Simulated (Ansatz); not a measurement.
Ga(OH)2(SeH) (GaH3O2Se), SMILES [OH][Ga]([OH])[SeH].

Coordinates come from a PBE-D3(BJ)/def2-SVP optimisation. The structure was generated by enumeration; whether it is a known compound was not checked. Other conformers were not sampled.

Two levels are set side by side: PBE/def2-SVPD (Ansatz, a first-principles code) and PBE0/def2-SVPD (Ansatz). Energy differences of separate SCF runs at the same geometry; the states with an electron removed or added have multiplicity 2 and 2. Differences are taken from unrounded values.

```json
[
 {"quantity": "vertical ionisation energy (eV)", "PBE0": "9.77", "PBE": "9.50", "PBE minus PBE0": "-0.28"},
 {"quantity": "vertical singlet–triplet gap (eV)", "PBE0": "4.75", "PBE": "4.38", "PBE minus PBE0": "-0.37"}
]
```
